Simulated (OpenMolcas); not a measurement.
Cu3+ among 8 point charges of -1 e arranged as a cube (Oh), 1.94 Å from the ion.
```
   1.1201    1.1201    1.1201  -1.00
   1.1201    1.1201   -1.1201  -1.00
   1.1201   -1.1201    1.1201  -1.00
   1.1201   -1.1201   -1.1201  -1.00
  -1.1201    1.1201    1.1201  -1.00
  -1.1201    1.1201   -1.1201  -1.00
  -1.1201   -1.1201    1.1201  -1.00
  -1.1201   -1.1201   -1.1201  -1.00
```

- Program: OpenMolcas
- Method: CASSCF
- Basis: ANO-RCC-VTZP [6s5p3d2f1g]
- Scalar Hamiltonian: DKH2, point nucleus
- Active space: 8 electrons in 5 orbitals (3d)
- State averaging: 2S+1 = 3 even, 10 roots; 2S+1 = 1 even, 15 roots
- Spin-orbit coupling: state interaction with AMFI integrals over the reference wave functions

Question: What is the spin-free ground state (labels of O, the rotations of Oh)?

Answer: 3T1, 3-fold in its orbital part, 100 % from free-ion F terms; it has the highest spin that d8 allows.

Question: Where is the first state of the same spin?

Answer: 3T2 at 841 cm-1 above the ground state.

Question: What are the lowest two levels with spin-orbit coupling?

Answer: A 1-fold level A1, then a 3-fold level T1 236.8 cm-1 above it. Their leading multiplicities are 3 (100 %) and 3 (100 %).

Question: What is χT at 300 K, and how does it compare with the textbook value?

Answer: The lowest level has 2S+1 = 3, for which the spin-only value is χT = S(S+1) / 2 = 1.000 cm3 K/mol (g = 2). The computed 3.401 at 300 K differs by +2.401, through orbital momentum, spin-orbit coupling and any other state in reach. With a threefold ground state the orbital momentum is unquenched, so the spin-only value is not expected to hold.

Question: Which ligand-field parameters describe the states?

Answer: A least-squares ligand-field fit to the states below 45000 cm-1, each weighted by its degeneracy and with a free common offset, gives 10Dq = -1024 cm-1 (negative for this site), B = 1495 cm-1 and C = 5565 cm-1 (C/B = 3.72), with an rms deviation of 18 cm-1. 

An orbital triplet at a regular site is open to Jahn-Teller coupling, which can distort the site and quench the lowest spin-orbit gaps and is left out. Without dynamic correlation the repulsion within the d shell is too large (B by tens of per cent), so at a given field states of lower spin stand too high. The ground term spreads over less than 5000 cm-1, several times less than with real ligands, so orbital moments are less quenched and χT lies further from the spin-only value than at real sites. This is an electrostatic model: the charges have no orbitals. No measured value stands beside these numbers.
